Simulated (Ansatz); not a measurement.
Basis sets compared for Li9O5. Charge 0, multiplicity 2. Geometry PBE-D4/def2-SVP. Ansatz on 4 threads of Arm Neoverse V2 on a shared host; times are rough, and most runs start from earlier orbitals.

```xyz
14

Li   -3.492    0.045    1.036
Li    0.508   -1.507   -2.044
Li   -1.438    0.215   -1.304
Li    1.707    1.316    1.565
Li    1.031   -0.004   -0.391
Li    1.562   -1.781    1.217
Li   -0.526    1.086    1.045
Li    0.667    1.869   -1.665
Li   -0.635   -1.237    0.784
O     0.914    1.915    0.104
O    -1.964    0.046    0.413
O     0.797   -0.232    1.731
O     0.733   -1.966   -0.332
O     0.137    0.236   -2.158
```

Another isomer (doublet) lies 0.50 eV lower at PBE0-D4/def2-TZVP; other spin states weren't run for this one.

Binding counts from free atoms (Li doublet, O triplet) in the same basis, without a counterpoise term.

| level | functions | energy (Eh) | HOMO (eV) | LUMO (eV) | binding per atom (eV) | wall time |
| --- | --- | --- | --- | --- | --- | --- |
| PBE-D4/def2-SVP | 151 | -443.4485 | -3.45 | -2.89 | 3.48 | 5.5 s |
| PBE0-D4/def2-SVP | 151 | -443.4350 | -4.21 | -2.23 | 3.26 | 7.5 s |

Estimate the rows for PBE-D4/def2-TZVP (with forces), PBE0-D4/def2-TZVP.


```
                         level  functions  energy (Eh)  HOMO (eV)  LUMO (eV)  binding per atom (eV)  wall time
PBE-D4/def2-TZVP (with forces)        281    -443.9221      -3.53      -3.00                   3.34        9 s
             PBE0-D4/def2-TZVP        281    -443.9046      -4.27      -2.36                   3.13       17 s
```
